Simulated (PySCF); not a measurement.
C5H5Cl, SMILES C=C=C/C=C/Cl. The structure is a stationary point at PBE-D3(BJ)/def2-SVP. The structure was generated by enumeration; whether it is a known compound was not checked. The values are those of a single conformer.

Give the equilibrium geometry at PBE-D3(BJ)/def2-SVP (PySCF confirms it by a frequency run) as Cartesian coordinates in Å, and its point group. (An estimate is asked for; the answer gives what the named calculation found.)

One answer among several that fit: point group Cs.
```xyz
11

C     -0.9163     3.1152     0.0000
C      0.0666     2.2424     0.0000
C      1.0573     1.3571     0.0000
C      0.9338    -0.1051     0.0000
C     -0.2350    -0.7850     0.0000
Cl    -0.3229    -2.5139     0.0000
H     -1.3481     3.5011     0.9414
H     -1.3481     3.5011    -0.9414
H      2.0897     1.7522     0.0000
H      1.8750    -0.6771     0.0000
H     -1.2182    -0.2886     0.0000
```
